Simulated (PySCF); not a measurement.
Method: TPSSh-D3(BJ)/def2-TZVP // B3LYP-D3(BJ)/def2-TZVP in PySCF 2.14.0. Gas-phase values, no solvent. 

Reference species (SMILES): `[Cl][Ga][Cl]` (neutral, multiplicity 2).

```yaml
dipole_moment: 1.82 D
```

Changed species: `[Cl][GaH]` (radical fragment; the reference has radical fragment).

What does the change do to the dipole moment?

the dipole moment goes up by 0.23 D, to 2.05 D.
